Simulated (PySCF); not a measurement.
Species: C6H6N2S.
Bonds: N1–C2, C2–C3 (aromatic), C3–S4 (aromatic), S4–C5 (aromatic), C5–C6 (aromatic), C6–C7 (aromatic), C7–N8 (aromatic), N8–C9 (aromatic), C2–C9 (aromatic), C5–C9 (aromatic). Hydrogens: H10, H11 on N1; H12 on C3; H13 on C6; H14 on C7; H15 on N8.

Method: PBE0-D3(BJ)/def2-SVP geometry optimisation, gas phase in PySCF 2.14.0; density fitting, grid level 1; the optimiser is geomeTRIC in internal coordinates, started from a GFN2-xTB structure with every atom displaced at random (about 0.01 Å).

Step 0: E = -20110.2083 eV
```
atom  x, y, z in Å  |  force x, y, z in eV/Å
N1     -2.1658   -1.1370    0.1207   -1.638   1.646   1.010
C2     -1.3219   -0.0273    0.1234   -0.183  -0.456   0.068
C3     -1.6893    1.2750    0.3204    2.010   0.337  -0.095
S4     -0.2923    2.3919    0.3853   -0.957  -0.315  -0.020
C5      0.7690    1.0737    0.1076   -0.077   0.537   0.282
C6      2.1449    0.8307   -0.0222   -0.279  -0.643  -0.108
C7      2.2720   -0.5282   -0.2089   -0.777   0.822   0.085
N8      1.0400   -1.1011   -0.2058   -1.115  -0.919   0.159
C9      0.0943   -0.1260    0.0252    0.296  -0.551  -0.429
H10    -1.9386   -1.8315   -0.5396    0.295  -0.967  -1.081
H11    -3.1647   -0.8455    0.0349    1.162  -0.587   0.055
H12    -2.6516    1.6692    0.4726   -1.438   0.502   0.177
H13     2.9181    1.5477    0.0070    1.044   0.786   0.029
H14     3.1287   -1.1159   -0.3459    1.395  -0.869  -0.218
H15     0.8406   -2.1038   -0.2777    0.260   0.676   0.085
```

Step 1: E = -20110.3645 eV
```
atom  x, y, z in Å  |  force x, y, z in eV/Å
N1     -2.1388   -1.1292    0.0793    0.074  -0.577  -0.164
C2     -1.3394    0.0014    0.0858    0.180   0.002   0.178
C3     -1.6858    1.3113    0.3110   -0.257   0.231  -0.007
S4     -0.3241    2.4116    0.3650   -0.069  -0.074   0.069
C5      0.7740    1.1041    0.0933   -0.070  -0.029  -0.059
C6      2.1625    0.8250   -0.0128    0.146   0.213   0.023
C7      2.2596   -0.5381   -0.1989    0.213  -0.260  -0.043
N8      1.0036   -1.0947   -0.2201    0.078   0.140   0.049
C9      0.0840   -0.0980   -0.0286    0.008   0.006  -0.082
H10    -1.9526   -1.7795   -0.6852   -0.155   0.240   0.211
H11    -3.1260   -1.0331    0.2690   -0.028   0.242  -0.114
H12    -2.6929    1.7171    0.4610    0.207  -0.137  -0.062
H13     2.9939    1.5287    0.0474   -0.081  -0.108  -0.027
H14     3.1460   -1.1702   -0.3103   -0.161   0.169   0.005
H15     0.8193   -2.0843   -0.2591   -0.087  -0.059   0.023
```

**Question.** Estimate the geometry and energy of step 2. (The exact step hangs on the optimiser's Hessian estimate; all steps are aligned on step 1, rigid shifts and turns removed.)

**Answer.** E = -20110.3927 eV, largest force 0.425 eV/Å
```
atom  x, y, z in Å  |  force x, y, z in eV/Å
N1     -2.1735   -1.1216    0.0820    0.148  -0.381   0.118
C2     -1.3209   -0.0269    0.1067   -0.199   0.009   0.033
C3     -1.6918    1.2785    0.3198    0.292   0.142   0.024
S4     -0.3381    2.3818    0.3990    0.018   0.061  -0.035
C5      0.7743    1.0900    0.1021    0.005   0.060  -0.025
C6      2.1668    0.8337   -0.0299    0.021   0.039   0.042
C7      2.2856   -0.5313   -0.2063   -0.066   0.010   0.050
N8      1.0368   -1.1061   -0.1919    0.059  -0.044  -0.066
C9      0.1029   -0.1232   -0.0073   -0.169   0.007   0.040
H10    -2.0249   -1.7602   -0.6913   -0.051   0.023  -0.051
H11    -3.1544   -0.9157    0.2115   -0.033   0.096  -0.089
H12    -2.7023    1.6665    0.4449    0.017  -0.044  -0.012
H13     2.9866    1.5472    0.0049    0.002  -0.011  -0.011
H14     3.1780   -1.1417   -0.3335   -0.015   0.024  -0.005
H15     0.8584   -2.0990   -0.2139   -0.028   0.010  -0.013
```

The energy changes by -0.0282 eV. The first-order estimate −F·Δx gives -0.0599 eV and the mean of the old and new forces, exact on a quadratic surface, -0.0285 eV. The step makes an angle of 75° with the force vector and moves no atom by more than 0.134 Å.

The cost below is that of the whole optimisation. Hardware: Arm Neoverse N1, one thread, on a shared host. Cost: 3.0 min, 0.65 GiB resident at most.
